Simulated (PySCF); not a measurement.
PySCF input for F2H4SSi2, SMILES F[SiH](S[SiH3])F, TPSSh-D3(BJ)/def2-SVP. Geometry: TPSSh-D3(BJ)/def2-SVP. This is a generated structure with no PubChem entry under its InChIKey; it may be hypothetical. One conformer was computed; it need not be the lowest.

```python
import numpy as np
from pyscf import gto, scf, dft, df
from pyscf.hessian import thermo

mol = gto.M(
    atom='''
    Si    2.02437252    0.08930389   -0.07769779
    S     0.24266679    0.11652361   -1.33018885
    Si   -1.20768488   -0.23183697    0.16752792
    F    -0.51173021   -1.05537677    1.38041970
    F    -1.73606668    1.14551500    0.82867187
    H     1.82920424    0.94626127    1.11713464
    H     2.36021599   -1.29660667    0.32719859
    H     3.08933396    0.64361682   -0.94775886
    H    -2.36487780   -0.97343015   -0.35299898
    ''',
    basis='def2-SVP',
    charge=0,
    spin=0,
    max_memory=1600,
    verbose=3,
)
mf = dft.RKS(mol, xc='tpssh').density_fit(auxbasis='def2-universal-jkfit')
mf.disp = 'd3bj'
mf.grids.level = 4
mf.conv_tol = 1e-11
mf.max_cycle = 100
mf.kernel()

# [left out here: the lines that compute and print the analytic Hessian (its translational invariance restored by hand, since the grid's response is missing), thermochemistry and intensities]
```

Output:

```
converged SCF energy = -1179.03114920632

WARN: MGGA Hessian is sensitive to dft grids. grids.level 4 may not be dense enough.


WARN: DFTD3 does not support analytical Hessian, using finite difference


WARN: Mole.unit (angstrom) is changed to Bohr

Mode                                 0                   1                   2
Irrep
Freq [cm^-1]                       28.0826            107.5768            145.0594
Reduced mass [au]                   7.8305              6.6298              1.0709
Force const [Dyne/A]                0.0036              0.0452              0.0133
Char temp [K]                      40.4046            154.7791            208.7081
Normal mode                   x     y     z       x     y     z       x     y     z
       0  Si                 0.02 -0.08 -0.02   -0.10 -0.03  0.07    0.02 -0.01 -0.02
       1   S                 0.00  0.07  0.02   -0.02  0.00 -0.05   -0.00 -0.01  0.01
       2  Si                 0.01 -0.01  0.00    0.03  0.00 -0.01   -0.00 -0.00  0.01
       3   F                 0.06  0.07  0.03    0.12  0.04 -0.03   -0.02  0.01  0.03
       4   F                -0.12 -0.04 -0.04    0.04  0.00  0.00   -0.01  0.01 -0.03
       5   H                 0.13 -0.07 -0.00   -0.20 -0.09  0.10   -0.16 -0.45  0.27
       6   H                -0.07 -0.11 -0.04   -0.09 -0.04  0.01    0.31 -0.07 -0.48
       7   H                 0.04 -0.15 -0.04   -0.05  0.05  0.18   -0.10  0.51  0.17
       8   H                 0.07 -0.12  0.02    0.01 -0.03  0.08    0.00 -0.01  0.01
Mode                                 3                   4                   5
Irrep
Freq [cm^-1]                      214.2144            277.0880            350.6860
Reduced mass [au]                  14.4157             11.4699             12.8454
Force const [Dyne/A]                0.3897              0.5189              0.9308
Char temp [K]                     308.2069            398.6680            504.5591
Normal mode                   x     y     z       x     y     z       x     y     z
       0  Si                 0.03 -0.00  0.01   -0.02 -0.00 -0.01   -0.03 -0.00 -0.01
       1   S                 0.03 -0.07 -0.01    0.03  0.01 -0.08    0.02 -0.01 -0.04
       2  Si                -0.03  0.07 -0.02    0.05  0.00 -0.03    0.08  0.06  0.07
       3   F                 0.04  0.04 -0.08   -0.09  0.06  0.09   -0.01 -0.11  0.01
       4   F                -0.10 -0.02  0.11    0.00 -0.07  0.09   -0.10  0.05 -0.03
       5   H                -0.01 -0.02  0.01   -0.10 -0.02 -0.01   -0.10  0.00 -0.03
       6   H                 0.10  0.01 -0.01   -0.07 -0.01 -0.01   -0.06  0.00  0.03
       7   H                 0.01  0.06  0.01    0.04 -0.01  0.07    0.04 -0.01  0.07
       8   H                -0.03  0.09 -0.05    0.09 -0.00 -0.11    0.11  0.05  0.02
Mode                                 6                   7                   8
Irrep
Freq [cm^-1]                      480.3582            534.9403            628.4646
Reduced mass [au]                   9.2177             10.5611              1.1192
Force const [Dyne/A]                1.2532              1.7806              0.2605
Char temp [K]                     691.1285            769.6600            904.2206
Normal mode                   x     y     z       x     y     z       x     y     z
       0  Si                 0.10  0.00  0.06   -0.03 -0.00 -0.03   -0.01  0.05  0.00
       1   S                -0.06  0.01 -0.10    0.11  0.02 -0.04    0.01 -0.02 -0.00
       2  Si                -0.04 -0.01  0.03   -0.10 -0.04  0.05   -0.01 -0.00  0.01
       3   F                 0.00 -0.02  0.02    0.02 -0.01  0.01    0.00 -0.00 -0.00
       4   F                -0.01  0.02  0.00   -0.00  0.03  0.01   -0.00  0.01  0.00
       5   H                 0.01 -0.00  0.05   -0.10  0.00 -0.04    0.43 -0.20  0.25
       6   H                 0.03 -0.01  0.07    0.00  0.02  0.03   -0.57 -0.20 -0.40
       7   H                 0.16 -0.01  0.13    0.05  0.01  0.06    0.19 -0.19  0.09
       8   H                -0.08 -0.04  0.14   -0.14 -0.05  0.15    0.00 -0.00 -0.02
Mode                                 9                  10                  11
Irrep
Freq [cm^-1]                      642.4886            801.7020            840.3374
Reduced mass [au]                   1.1820              1.2382              1.2004
Force const [Dyne/A]                0.2875              0.4689              0.4994
Char temp [K]                     924.3981           1153.4707           1209.0585
Normal mode                   x     y     z       x     y     z       x     y     z
       0  Si                -0.02 -0.01  0.05    0.00  0.00 -0.01   -0.00 -0.00  0.00
       1   S                 0.02  0.00 -0.04    0.01 -0.00  0.01   -0.01 -0.00 -0.00
       2  Si                 0.00  0.00 -0.00    0.03  0.01  0.00   -0.02 -0.02 -0.00
       3   F                -0.01 -0.01  0.01   -0.06  0.02 -0.06    0.00 -0.01 -0.01
       4   F                -0.01  0.01  0.01    0.00 -0.01  0.01   -0.00  0.08  0.04
       5   H                 0.51  0.03  0.10   -0.08 -0.00 -0.02    0.05 -0.00  0.01
       6   H                 0.26  0.02 -0.11   -0.08 -0.02 -0.02    0.07  0.02  0.03
       7   H                -0.48  0.02 -0.50    0.01  0.01  0.01    0.02 -0.00  0.02
       8   H                -0.03 -0.04  0.13    0.03 -0.50  0.73    0.54 -0.61 -0.39
Mode                                12                  13                  14
Irrep
Freq [cm^-1]                      864.8366            943.0526            952.1516
Reduced mass [au]                   4.2682              1.2225              1.2932
Force const [Dyne/A]                1.8809              0.6406              0.6907
Char temp [K]                    1244.3074           1356.8427           1369.9342
Normal mode                   x     y     z       x     y     z       x     y     z
       0  Si                -0.01 -0.00 -0.00   -0.03 -0.02 -0.01   -0.03  0.02 -0.01
       1   S                -0.00  0.00 -0.02   -0.00 -0.00  0.00   -0.01  0.00  0.00
       2  Si                 0.00  0.01  0.11   -0.02  0.04 -0.03    0.03 -0.05 -0.02
       3   F                -0.04  0.06 -0.09    0.02 -0.03  0.04   -0.01  0.01 -0.01
       4   F                 0.03 -0.08 -0.04    0.01 -0.02 -0.01   -0.03  0.05  0.03
       5   H                 0.23 -0.06  0.09    0.49  0.34 -0.17    0.10 -0.23  0.19
       6   H                 0.18  0.07  0.13    0.22  0.03 -0.07    0.51  0.14  0.02
       7   H                 0.08 -0.01  0.10    0.25  0.25  0.48    0.33 -0.48  0.10
       8   H                 0.13  0.04 -0.21   -0.01 -0.08  0.12   -0.12  0.10  0.12
Mode                                15                  16                  17
Irrep
Freq [cm^-1]                      954.3647            963.5719           2277.7837
Reduced mass [au]                   2.0017              1.2796              1.0186
Force const [Dyne/A]                1.0742              0.7000              3.1137
Char temp [K]                    1373.1183           1386.3654           3277.2236
Normal mode                   x     y     z       x     y     z       x     y     z
       0  Si                -0.00  0.02  0.02   -0.00 -0.01  0.03    0.01  0.00  0.02
       1   S                 0.00 -0.00 -0.00    0.00  0.00 -0.00    0.00  0.00 -0.00
       2  Si                -0.05  0.08 -0.00    0.02 -0.05  0.03   -0.00  0.00  0.00
       3   F                 0.03 -0.04  0.04   -0.02  0.03 -0.04   -0.00  0.00 -0.00
       4   F                 0.03 -0.08 -0.04   -0.01  0.03  0.01    0.00 -0.00 -0.00
       5   H                -0.26 -0.02 -0.01   -0.15  0.46 -0.34    0.11 -0.42 -0.58
       6   H                 0.22 -0.03 -0.30    0.10 -0.16 -0.61   -0.10  0.47 -0.13
       7   H                 0.10 -0.43 -0.15    0.03 -0.09 -0.00   -0.32 -0.17  0.27
       8   H                 0.12 -0.17 -0.01   -0.02  0.10 -0.08   -0.01 -0.00 -0.01
Mode                                18                  19                  20
Irrep
Freq [cm^-1]                     2291.5272           2293.9798           2358.7683
Reduced mass [au]                   1.0522              1.0525              1.0429
Force const [Dyne/A]                3.2555              3.2632              3.4187
Char temp [K]                    3296.9974           3300.5262           3393.7424
Normal mode                   x     y     z       x     y     z       x     y     z
       0  Si                 0.01 -0.03 -0.02   -0.02 -0.02  0.03   -0.00  0.00 -0.00
       1   S                 0.00  0.00  0.00   -0.00  0.00  0.00    0.00 -0.00  0.00
       2  Si                 0.00 -0.00  0.00    0.00 -0.00  0.00    0.03  0.02  0.01
       3   F                -0.00  0.00 -0.00   -0.00  0.00 -0.00   -0.00  0.00 -0.00
       4   F                 0.00  0.00  0.00   -0.00  0.00 -0.00    0.00 -0.00 -0.00
       5   H                -0.09  0.36  0.50    0.02 -0.13 -0.16    0.00  0.00  0.00
       6   H                -0.15  0.67 -0.20   -0.11  0.42 -0.11    0.00 -0.01  0.00
       7   H                -0.16 -0.10  0.13    0.60  0.31 -0.49    0.01  0.00 -0.00
       8   H                -0.01 -0.00 -0.00    0.00  0.00 -0.00   -0.77 -0.50 -0.35
temperature 298.1500 [K]
pressure 101325.00 [Pa]
Rotational constants [GHz] 3.65298 1.62302 1.39835
Symmetry number 1
Zero-point energy (ZPE) 0.04317 [Eh]   113352.361 [J/mol]
                           tot       elec      trans        rot        vib
Entropy [J/mol/K]       369.681      0.000    169.477    117.369     82.835
Cv [J/mol/K]            103.812      0.000     12.472     12.472     78.869
Cp [J/mol/K]            112.127      0.000     20.786     12.472     78.869
Internal energy [J/mol]                      3718.434   3718.434 125714.300
Internal energy [Eh]   -1178.98043  -1179.03115
Enthalpy [J/mol]                             6197.391   3718.434 125714.300
Enthalpy [Eh]          -1178.97949
Gibbs free energy [J/mol]                  -44332.179 -31275.171 101017.183
Gibbs free energy [Eh] -1179.02147
mode   freq/cm-1   IR/(km/mol)
   1       28.08         1.298
   2      107.58         2.593
   3      145.06         0.182
   4      214.21         2.879
   5      277.09        16.743
   6      350.69        19.599
   7      480.36        26.402
   8      534.94       147.191
   9      628.46        17.476
  10      642.49         7.758
  11      801.70        79.743
  12      840.34        68.811
  13      864.84       214.844
  14      943.05       159.956
  15      952.15        68.558
  16      954.36       190.348
  17      963.57       151.022
  18     2277.78        57.677
  19     2291.53        88.168
  20     2293.98        85.658
  21     2358.77       105.427
max |gradient| / (hartree/bohr): 2.6989816917710217e-05
APT charges: [ 1.145  -0.7241  1.8038 -0.6105 -0.6168 -0.2458 -0.2512 -0.2412 -0.2592]
```

The run converged.
